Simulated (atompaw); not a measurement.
# What one change does to a pseudopotential (Nd (Z = 60), PAW (atompaw))

- Element: Nd
- Generator: atompaw 4.2.0.5
- Type: PAW
- Functional: PBEsol
- Relativity: scalar-relativistic
- Frozen core: [Kr] 4d10 4f3
- Valence charge: 11
- Reference configuration: 5s2 5p6 5d1 6s2 6p0
- Partial waves: 5s (bound): rc 2.25 bohr; 6s (bound): rc 2.10 bohr; 5p (bound): rc 3.00 bohr; 6p (bound, empty): rc 2.95 bohr; 5d (bound): rc 3.00 bohr; 5d channel at 4.1 Ry: rc 3.00 bohr
- Local potential: bessel scheme, radius 2.75 bohr
- Core correction: smooth core density matched at 1.50 bohr
- Augmentation charge: besselshape compensation charge, radius 2.80 bohr; PAW radius 3.00 bohr; waves and projectors: custom rrkj gramschmidtortho

Change: local potential bessel scheme, radius 2.46 bohr.

Cutoffs: the cutoffs (Ry, on a coarse ladder) from which the occupation-weighted sum of valence levels, in a spherical-Bessel basis at the reference potential, stays within 10 and 1 mRy of its value at 400 Ry; they do not see the model core or the augmentation charge, which bear on the density cutoff.

What does the change do?

The potential gets neither clearly harder nor softer (12 Ry and 18 Ry → 12 Ry and 18 Ry); the range in which the p phases agree narrows (upper end 4.4 → 1.0); neither file shows a bound ghost.

```csv
quantity,base,changed
"cutoff, loose",12 Ry,12 Ry
"cutoff, tight",18 Ry,18 Ry
bound ghosts,none,none
s: phases at 3.01 bohr within 0.05 rad from the reference energy up to (Ry; the scan ends near 5),4.4,to the end of the scan
p: phases at 3.01 bohr within 0.05 rad from the reference energy up to (Ry; the scan ends near 5),4.4,1.0
d: phases at 3.01 bohr within 0.05 rad from the reference energy up to (Ry; the scan ends near 5),2.1,2.0
lowest overlap eigenvalue by channel,"s 0.24, p 0.08, d 0.85","s 0.15, p 0.08, d 0.85"
```

 The cutoffs see the waves, projectors and local potential, not the compensation charge or the core.
